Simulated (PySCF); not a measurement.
# One molecule, several mistakes: BClGeH5Si

All numbers below are calculated, not measured. The program is PySCF 2.14.0, an open-source quantum chemistry code, run on an isolated molecule that a program drew, which may never have been made. The molecule is BClGeH5Si (charge 0, doublet), drawn as the SMILES string `[SiH2][GeH2][BH]Cl`.

Each row is a Hartree-Fock (HF) and frozen-core CCSD(T) single point in the cc-pV(D+d)Z basis, meant for a local HF minimum. Run 1 is clean. Each other run has one planted mistake out of seven kinds, and not every kind appears here: one electron removed, one electron added, multiplicity raised by two, geometry at a saddle point, minimal basis STO-3G, one bond length entered in bohr, all coordinates scaled. The reference is restricted for singlets and unrestricted otherwise, and also for a bond in bohr. Adding or removing an electron swaps singlet and doublet. Electrons count all cores. HOMO and LUMO are orbital energies over both spins, the gradient is its largest component, and the lowest frequency (negative if imaginary) is given only where the gradient is small. Bond lengths are over the 8 bonds as drawn. T1 is the CCSD diagnostic: over 0.02 (restricted) or 0.045 (unrestricted) a single reference is doubtful. Germanium has the cc-pVDZ-PP basis, with a core potential (ECP10MDF) in place of its 10 inner electrons, and its 3s, 3p and 3d shells are frozen in CCSD(T).

Geometry of the clean run:
```xyz
9
BClGeH5Si, angstrom
Si    0.9016   -0.3102    3.7204
Ge   -0.0897    0.9119    1.8962
B     1.0567    2.6030    1.4776
Cl    2.3221    2.5567    0.2521
H     0.9367    0.4796    4.9765
H     2.2706   -0.7896    3.4085
H    -0.1865   -0.0159    0.6804
H    -1.5075    1.3182    2.3214
H     0.9378    3.6294    2.0759
```

```
run,electrons,basis functions,<S^2>,HOMO (eV),LUMO (eV),gradient (hartree/bohr),lowest frequency (cm^-1),mean bond (Å),longest bond (Å),T1,HF (hartree),CCSD(T) (hartree),mistake
1,73,108,0.761,-8.74,0.57,2.1e-05,34,1.6857,2.409,0.0161,-1069.40362,-1069.88033,no fault
2,73,108,1.623,-8.76,0.57,6.3e-03,-,1.8562,2.896,0.0371,-1069.30490,-1069.76839,one bond length entered in bohr
3,72,108,0.000,-15.16,-6.77,4.1e-02,-,1.6857,2.409,0.0236,-1069.11716,-1069.59007,one electron removed
4,73,108,3.773,-6.81,-2.34,4.2e-02,-,1.6857,2.409,0.0315,-1069.26287,-1069.73596,?
```

**Which mistake was planted in run 4, and what did it cost?**

Electrons, basis and geometry are unchanged, and <S^2> is 3.773, beside S(S+1) = 3.75 for a multiplicity of 4. So the mistake is: multiplicity raised by two. Subtracting run 1 and multiplying by 627.51 kcal/mol a hartree, the energy moved by 88.3 kcal/mol in HF and 90.6 kcal/mol in CCSD(T).

Cautions from the logs. Run 3: T1 is over the limit, so its CCSD(T) energy is less reliable.
